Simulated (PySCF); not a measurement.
ClGeH₅OSi, SMILES Cl[SiH2][O][GeH3]. Atoms are numbered in the order given.

```xyz
9

Si     1.5426     0.1910    -0.6824
Cl     1.6113     1.0029     1.2306
O      0.0446    -0.4130    -0.9548
Ge    -1.5018    -0.4783    -0.0566
H      2.5613    -0.8889    -0.7457
H      1.8537     1.2850    -1.6391
H     -1.9481     0.9601     0.2484
H     -2.4729    -1.1845    -1.0106
H     -1.2801    -1.2856     1.2316
```

Geometry: PBE0-D3(BJ)/def2-SVP. This is a generated structure with no PubChem entry under its InChIKey; it may be hypothetical. The values are those of a single conformer.

All values below come from B3LYP/pcSseg-1 (PySCF).

GIAO shieldings, no solvent; atoms alike by connectivity are averaged. δ = σ(ref) − σ: ²⁹Si against TMS (σ = 338.7 ppm); ³⁵Cl against HCl (σ = 933.3 ppm); ¹⁷O against H2O (σ = 333.8 ppm); ⁷³Ge against GeH4 (σ = 1631.8 ppm); ¹H against TMS (σ = 31.68 ppm), references at their B3LYP-D3(BJ)/def2-TZVP geometries, non-relativistic (without spin–orbit terms, shifts of atoms bonded to Cl or Br come out too high).

Computed chemical shifts:
```json
[
 {"nucleus": "²⁹Si", "atoms": "Si1", "count": "1", "δ (ppm)": "-16.7"},
 {"nucleus": "³⁵Cl", "atoms": "Cl2", "count": "1", "δ (ppm)": "42.6"},
 {"nucleus": "¹⁷O", "atoms": "O3", "count": "1", "δ (ppm)": "35.0"},
 {"nucleus": "⁷³Ge", "atoms": "Ge4", "count": "1", "δ (ppm)": "241.8"},
 {"nucleus": "¹H", "atoms": "H5, H6", "count": "2", "δ (ppm)": "5.71"},
 {"nucleus": "¹H", "atoms": "H7, H8, H9", "count": "3", "δ (ppm)": "5.49"}
]
```
